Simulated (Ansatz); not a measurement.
`F[Si]([S])(Cl)Cl` radical at its PBE0-D4/def2-TZVP geometry, where that method's forces vanish. Total charge 0; spin multiplicity 2.

```xyz
5

F    -0.0780   -0.6022   -1.5495
Si   -0.0035   -0.0308   -0.0781
S     1.4457   -0.9716    1.1028
Cl   -1.8211   -0.3286    0.7596
Cl    0.4569    1.9332   -0.2348
```

Problem. What forces (eV/Å) does B3LYP-D4/def2-TZVPP give on these atoms in the Gaussian-basis code of Ansatz? (Estimate.)

Solution. The calculation gave: 
```
F1  -0.011 -0.084 -0.214
Si2  0.080 -0.058  0.053
S3   0.112 -0.076  0.085
Cl4 -0.239 -0.039  0.103
Cl5  0.058  0.257 -0.026
```

B3LYP here is the variant with VWN-RPA as its local correlation; programs differ in this.
